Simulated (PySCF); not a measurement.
# How methods differ on the excitation energy of He

He 1s2 (1S) → He 1s1 2p1 (3P), as a difference of total energies. Calculation: PySCF 2.14, in aug-cc-pVTZ with one added diffuse shell each of s, p, d type (5s4p3d, 32 functions); the non-relativistic Hamiltonian (point nucleus). Correlated levels: valence: nothing frozen. The calculations carry no spin-orbit coupling.

```tsv
method	excitation energy (cm⁻¹)
UHF	161200
MP2 (valence)	168280
SCS-MP2 (valence)	169960
CCSD (valence)	169440
```

Errors of the correlated levels include the incompleteness of this basis.

With two correlated electrons CCSD is exact in that space.

Which method comes closest to the reference value, and which is furthest?

The reference is 169090 cm⁻¹ (measured; NIST levels, between the centres of gravity of the two terms). Closest: CCSD (valence) (error 356.61 cm⁻¹); furthest: UHF (error -7883.1 cm⁻¹).
